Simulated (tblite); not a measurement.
C6H8ClF.
Numbering: `[CH2:1]=[CH:2][C@H:3]([CH2:4][F:5])[C:6](=[CH2:7])[Cl:8]` (hydrogens: H9, H10 on C1; H11 on C2; H12 on C3; H13, H14 on C4; H15, H16 on C7)

Computed with GFN2-xTB (tblite), gas phase: L-BFGS steps from a force-field or distance-geometry start until the largest atomic force falls under 0.01 eV/Å.

Step 29: E = -711.6171 eV
```
atom  x, y, z in Å  |  force x, y, z in eV/Å
C1     -1.5534    1.5470    0.8361    0.010   0.007  -0.014
C2     -0.3995    1.3094    0.2435    0.015  -0.021  -0.016
C3      0.0059    0.0400   -0.4581    0.015  -0.055  -0.023
C4     -1.1060   -1.0101   -0.5054   -0.004   0.003  -0.001
F5     -0.6817   -2.1038   -1.2203   -0.020   0.045  -0.002
C6      1.2313   -0.5182    0.2233    0.006   0.023   0.025
C7      2.4329   -0.6077   -0.3165    0.009  -0.017   0.012
Cl8     0.9677   -1.0204    1.8621    0.001   0.021  -0.002
H9     -1.7412    2.4825    1.3320    0.001   0.051   0.003
H10    -2.3609    0.8379    0.8536   -0.018  -0.035   0.021
H11     0.3835    2.0571    0.2549   -0.020  -0.001   0.008
H12     0.2941    0.2796   -1.4904   -0.033  -0.003   0.048
H13    -1.9917   -0.6226   -1.0197    0.023  -0.005   0.008
H14    -1.3676   -1.3635    0.4976    0.026  -0.007  -0.052
H15     2.6064   -0.2940   -1.3309    0.003  -0.016   0.008
H16     3.2726   -1.0042    0.2269   -0.012   0.010  -0.025
```

Step 30: E = -711.6176 eV
```
atom  x, y, z in Å  |  force x, y, z in eV/Å
C1     -1.5529    1.5458    0.8356   -0.002   0.003  -0.013
C2     -0.3996    1.3089    0.2419    0.015  -0.011   0.001
C3      0.0067    0.0398   -0.4587    0.008  -0.042  -0.007
C4     -1.1052   -1.0094   -0.5043   -0.013  -0.005  -0.014
F5     -0.6850   -2.0998   -1.2256   -0.012   0.024  -0.008
C6      1.2314   -0.5178    0.2237    0.012   0.025   0.027
C7      2.4330   -0.6093   -0.3157    0.007  -0.010   0.006
Cl8     0.9645   -1.0145    1.8635    0.011   0.016   0.002
H9     -1.7407    2.4811    1.3326   -0.004   0.033  -0.007
H10    -2.3583    0.8342    0.8508   -0.027  -0.020   0.035
H11     0.3817    2.0573    0.2540    0.005   0.012   0.004
H12     0.2937    0.2807   -1.4903   -0.026  -0.012   0.027
H13    -1.9922   -0.6200   -1.0133    0.003   0.006  -0.005
H14    -1.3645   -1.3669    0.4976    0.034  -0.007  -0.041
H15     2.6065   -0.2969   -1.3305    0.001  -0.018   0.008
H16     3.2735   -1.0043    0.2273   -0.012   0.005  -0.016
```

Q: Estimate the geometry and energy of step 31. (The exact step hangs on the optimiser's Hessian estimate; all steps are aligned on step 30, rigid shifts and turns removed.)

A: E = -711.6179 eV, largest force 0.046 eV/Å
```
atom  x, y, z in Å  |  force x, y, z in eV/Å
C1     -1.5527    1.5449    0.8350   -0.011   0.000  -0.007
C2     -0.3995    1.3083    0.2408    0.005   0.000   0.015
C3      0.0073    0.0391   -0.4593    0.000  -0.012   0.012
C4     -1.1049   -1.0088   -0.5038   -0.011  -0.008  -0.021
F5     -0.6879   -2.0968   -1.2295   -0.003   0.001  -0.020
C6      1.2318   -0.5169    0.2240    0.012   0.017   0.020
C7      2.4333   -0.6104   -0.3150    0.001  -0.002   0.001
Cl8     0.9625   -1.0101    1.8641    0.016   0.011   0.011
H9     -1.7407    2.4803    1.3332   -0.003   0.011  -0.020
H10    -2.3572    0.8314    0.8495   -0.020  -0.001   0.041
H11     0.3806    2.0577    0.2535    0.015   0.013   0.000
H12     0.2929    0.2812   -1.4902   -0.014  -0.016   0.003
H13    -1.9930   -0.6181   -1.0086   -0.011   0.015  -0.014
H14    -1.3612   -1.3692    0.4970    0.030  -0.011  -0.020
H15     2.6074   -0.2995   -1.3300   -0.002  -0.017   0.003
H16     3.2737   -1.0043    0.2279   -0.003  -0.001  -0.005
```

The energy changes by -0.0003 eV. The first-order estimate −F·Δx gives -0.0004 eV and the mean of the old and new forces, exact on a quadratic surface, -0.0003 eV. The step makes an angle of 72° with the force vector and moves no atom by more than 0.006 Å.

What follows is the cost of the whole relaxation. Time: 0.91 s wall. Hardware: an Arm Neoverse N1 with one thread, no GPU (shared host).
